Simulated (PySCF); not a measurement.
Compound: C7H12N2Si.
Numbering: `[CH3:1][Si:2]([CH3:3])([CH3:4])[c:5]1[cH:6][cH:7][n:8][n:9][cH:10]1`

Structure used (GFN2-xTB), in Å, numbered top down from 1:
```
atom  x, y, z in Å
C1    -1.2014    1.1596    1.7132
Si2   -0.9166    0.1925    0.0951
C3    -1.9139   -1.4324    0.0922
C4    -1.3770    1.2617   -1.4122
C5     0.9309   -0.2554    0.0006
C6     1.7776    0.1506   -1.0190
C7     3.1105   -0.2492   -0.9641
N8     3.5944   -0.9923    0.0115
N9     2.8144   -1.3828    0.9767
C10    1.5437   -1.0406    0.9860
H11   -0.6046    2.0666    1.7477
H12   -0.9407    0.5645    2.5833
H13   -2.2431    1.4485    1.8148
H14   -1.7241   -2.0167   -0.8037
H15   -2.9806   -1.2332    0.1340
H16   -1.6633   -2.0542    0.9466
H17   -0.8037    2.1838   -1.4398
H18   -1.2046    0.7340   -2.3456
H19   -2.4274    1.5336   -1.3825
H20    1.4204    0.7599   -1.8357
H21    3.8219    0.0338   -1.7282
H22    0.9769   -1.4129    1.8283
```

Definitions: NICS(0) = −σiso at the ring centroid; NICS(1) = −σiso and NICS(1)zz = −σzz at ±1 Å along the ring normal z. Level: GIAO PBE0/pcSseg-1 (PySCF, non-relativistic, gas phase) on the GFN2-xTB geometry, one conformer.

Ring bond lengths (Å), with Mayer bond orders in brackets: C5–C6 1.386 (1.47), C6–C7 1.393 (1.34), C7–N8 1.318 (1.51), N8–N9 1.301 (1.31), N9–C10 1.316 (1.53), C10–C5 1.401 (1.33).

Give the NICS values of each ring in ppm.

| ring | type | NICS(0) | NICS(1), two faces | NICS(1)zz, two faces | rms pucker (Å) | centre to ring atoms, mean (Å) |
| --- | --- | --- | --- | --- | --- | --- |
| C5–C6–C7–N8–N9–C10 | 6-membered ring with 2 N; formal bonds all aromatic | -4.9 | -11.4 / -11.4 | -27.8 / -27.8 | 0.00 | 1.35 |

What do they say, and how far can they be read as aromaticity?

- C5–C6–C7–N8–N9–C10: mean NICS(1)zz -27.8 ppm, shielded. The ring is flat and has no four-coordinate atom; by the NICS criterion it is aromatic. NICS(0) lies 6 ppm above the mean NICS(1).

What does the geometric index give? Use HOMA with the parameters of Krygowski (1993).

- C5–C6–C7–N8–N9–C10: HOMA 0.98; the largest term is that of C10–C5, α(R − Ropt)² = 0.04. The geometric and the magnetic index point the same way.

At the second NICS(1) probe listed for ring C5–C6–C7–N8–N9–C10, 1 Å off the ring, what do the in-plane components average?

The isotropic value is a third of the trace: (3 × -11.4 − (-27.8))/2 = -3.2 ppm.

On Arm Neoverse V1, one thread (shared host), this took 56 s wall and 1.1 GiB of memory at its peak. This is the whole shielding run at PBE0/pcSseg-1, SCF included.
